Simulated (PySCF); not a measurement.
Species: [Ag(SH)4]2- (charge -2 and doublet state).
Geometry (PBE0-D3(BJ)/def2-SVP, Å), atoms numbered from 1 in this order:
```
atom  x, y, z in Å
Ag1    0.0006   -0.0048   -0.0250
S2     2.4051   -0.7640   -0.4230
H3     2.8592    0.5005   -0.5753
S4     0.7203    2.4292   -0.0057
H5    -0.5469    2.9003   -0.0481
S6    -2.4414    0.6239   -0.4393
H7    -2.9019   -0.6068   -0.1198
S8    -0.6825   -2.3094    0.7828
H9     0.5874   -2.7689    0.8533
```

Method: PBE0-D3(BJ)/def2-SVP geometry optimisation, gas phase, def2 core potentials past Kr in PySCF 2.14.0.

Problem. Which atoms are bound to Ag1, and at what distances?

Solution. 4 atoms: S8 2.536 Å, S4 2.538 Å, S2 2.553 Å, S6 2.555 Å. The nearest atom not counted as bound is H3, at 2.95 Å (others tie with it).

Problem. List the angles at Ag1.

Solution. 
| angle | degrees | distance of the outer atoms (Å) |
| --- | --- | --- |
| S2–Ag1–S6 | 161.4 | 5.04 |
| S4–Ag1–S8 | 161.0 | 5.00 |
| S4–Ag1–S6 | 92.1 | 3.67 |
| S2–Ag1–S8 | 91.9 | 3.66 |
| S2–Ag1–S4 | 91.1 | 3.63 |
| S6–Ag1–S8 | 91.0 | 3.63 |

Problem. Describe the arrangement about Ag1 in numbers.

Solution. Angles from 91.0° to 161.4°; τ4 = (360° − α − β)/141° = 0.27 with α and β the two widest (0 for a square, 1 for a tetrahedron). The Ag–S distances aren't all alike: 2.536 to 2.555 Å. Differences among atoms that C2 makes equivalent are scatter left by the optimiser.

Problem. What are the other bond lengths?

Solution. S2–H3 and 3 like bonds 1.352 Å.

Problem. What are the rotational constants (commonest isotopes, rigid rotor)?

Solution. A = 1152, B = 1128, C = 600.7 MHz: a near-oblate asymmetric top.

Point group: C2 (tolerance 0.08 Å). Charge -2, doublet. ⟨S²⟩ = 0.754 (exact for a doublet: 0.75). Whether so highly charged an anion holds all its electrons in the gas phase wasn't checked; a finite basis holds them in any case. The ion is multiply charged and computed without counter-ions or solvent. The geometry's basis has no diffuse functions, a weakness for an anion. Whether it is a minimum is left open (no frequencies).

For an open-shell metal species like this, the optimisation's SCF solution wasn't tested for stability and no frequencies at its level were run, so a lower state or another shape may exist.
